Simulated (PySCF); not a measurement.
Computed shifts of a molecule C2H5ClFNSi, HF/pcSseg-1 (PySCF), GIAO, gas phase, atoms alike by connectivity averaged where their shifts nearly agree, in ppm (number of nuclei): ¹⁵N: 31.0 (1). ²⁹Si: -15.5 (1). ¹³C: 176.6 (1), 104.5 (1). ¹⁹F: -63.5 (1). ¹H: 7.33 (1), 5.56 (1), 5.08 (1), 1.74 (1), 1.56 (1). References: ¹⁵N against NH3 (σ = 267.3 ppm); ²⁹Si against TMS (σ = 393.8 ppm); ³⁵Cl against HCl (σ = 958.2 ppm); ¹³C against TMS (σ = 192.6 ppm); ¹⁹F against CFCl3 (σ = 238.5 ppm); ¹H against TMS (σ = 31.99 ppm), references at their B3LYP-D3(BJ)/def2-TZVP geometries, non-relativistic (without spin–orbit terms, shifts of atoms bonded to Cl or Br come out too high). Geometry optimised at TPSSh-D3(BJ)/def2-SVP. The values are those of a single conformer.

Task: Which structure fits?
(A) C/C=N/[Si@@H](F)Cl
(B) N[Si@H](Cl)/C=C/F
(C) C/N=C/[Si@H](F)Cl
(D) C=C[Si](N)(F)Cl

Result: B, N[Si@H](Cl)/C=C/F
